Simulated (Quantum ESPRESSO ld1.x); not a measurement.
Results of a calculation; reference values are marked as such.
Problem. All-electron atom: the niobium ion Nb30+ in [Ne] 3s1. Level of theory: scalar-relativistic Kohn-Sham, LDA (Slater exchange, Perdew-Wang correlation), spin-polarised, spherical densities, point nucleus; open shells are filled with parallel spins first (ld1.x of Quantum ESPRESSO 7.5). Some entries of the table are withheld. Estimate them.

orbital  occ.  eigenvalue (eV)  <1/r> (bohr^-1)  <r> (bohr)
1s up       1         -20394.8            42.37     0.03611
1s down     1         -20392.7            42.37     0.03611
2s up       1         -4147.19            9.695      0.1554
2s down     1         -4144.82            9.699      0.1553
2p up       3         -3885.98            9.425      0.1348
2p down     3         -3883.89            9.428      0.1348
3s up       1              (1)              (2)      0.3765
3s down     0              (3)              (4)      0.3764

Solution. 
(1) 3s up eigenvalue (eV): -1662.47
(2) 3s up <1/r> (bohr^-1): 3.944
(3) 3s down eigenvalue (eV): -1647.61
(4) 3s down <1/r> (bohr^-1): 3.949
